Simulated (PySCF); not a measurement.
## Dipole response of Ti⁺ (titanium, charge +1)

[Ar] 3d2 4s1, high-spin 4F determinant. All numbers are calculated (PySCF 2.14, the spin-free X2C one-electron Hamiltonian (Gaussian nucleus), in aug-cc-pwCVTZ-DK). Coupled (time-dependent) response in atomic units; α is the mean over directions.

| method | mean α (bohr³) | C₆ (like pair) | S(−4) |
| --- | --- | --- | --- |
| PBE0 | 49.82 | 319.0 | 2116 |

S(−4) is the Cauchy moment in α(ω) = α(0) + S(−4) ω² + …

α(iu) at PBE0:

| u (hartree) | α(iu) (bohr³) |
| --- | --- |
| 0 | 49.82 |
| 0.0500 | 45.09 |
| 0.100 | 35.43 |
| 0.200 | 20.23 |
| 0.300 | 12.77 |
| 0.500 | 6.906 |
| 0.750 | 4.321 |
| 1.00 | 3.121 |
| 1.50 | 1.937 |
| 2.00 | 1.338 |
| 3.00 | 0.7506 |
| 5.00 | 0.3359 |

A single London oscillator, α(iu) = α/(1 + u²/ω²), gives C₆ = (3/4) ω α². Matching the computed C₆ needs ω = 4 × 319.0 / (3 × 49.82²) = 0.171 hartree.

For an ion, C₆ is the dispersion term alone; charge-induced terms of lower order in 1/R come first.
